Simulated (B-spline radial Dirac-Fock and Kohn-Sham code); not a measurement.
How the binding energies of Lu³²⁺ add up

System: lutetium as Lu³²⁺, configuration [Kr] 4d3; nuclear rms radius 5.37 fm (A = 175).

The computed values come from a radial finite-basis atomic code: Dirac-Fock ΔSCF + Breit + QED. Electron correlation is not included. Energies are counted from the vacuum level.

All terms are in eV, carry their sign (relaxation lowers the binding energy) and add up to the binding energy; ⟨r⟩ is the mean radius of the orbital in the initial state.

```tsv
subshell	−ε (Koopmans)	relaxation	Breit	self-energy	vacuum polarisation	binding energy	⟨r⟩ (bohr)
1s	64962.7	-60.00	-200.94	-127.41	23.10	64597.5	0.019
2s	12232.5	-25.64	-22.44	-17.96	3.05	12169.5	0.081
2p1/2	11708.4	-29.89	-36.66	0.12	0.09	11642.0	0.067
2p3/2	10588.4	-27.19	-22.75	-1.20	-0.12	10537.1	0.075
3s	3773.3	-6.75	-4.31	-4.14	0.68	3758.8	0.210
3p1/2	3544.2	-7.48	-7.13	-0.03	0.02	3529.6	0.200
3p3/2	3296.5	-6.65	-4.19	-0.29	-0.04	3285.3	0.213
3d3/2	2915.1	-8.54	-3.14	0.33	-0.04	2903.7	0.187
3d5/2	2861.6	-8.18	-2.05	0.18	-0.04	2851.5	0.192
4s	1621.6	-0.99	-1.24	-1.21	0.20	1618.3	0.437
4p1/2	1518.2	-1.06	-2.00	0.00	0.01	1515.2	0.437
4p3/2	1446.0	-0.93	-1.16	-0.08	-0.01	1443.8	0.458
4d	1285.0	-0.97	-0.59	0.07	-0.01	1283.5	0.457
```

For the deepest level, K (1s), the Breit terms make up -0.311 % of the binding energy, QED -0.161 % and orbital relaxation -0.093 %.

Going to the tabulated ground configuration of the next ion removes an electron from N4,5 (4d), computed at 1283.5 eV. NIST lists 1292 ± 4 eV as the ionisation energy of this species (theoretical), +8.54 eV from the computed value. Where a p, d or f shell is open in either ion the computed value averages over both j values and all terms, while the table refers to the lowest levels; that difference holds spin-orbit splitting (largest in heavy or highly charged ions), term energies where several electrons share open shells, and correlation, and it can reach 10 % or more.
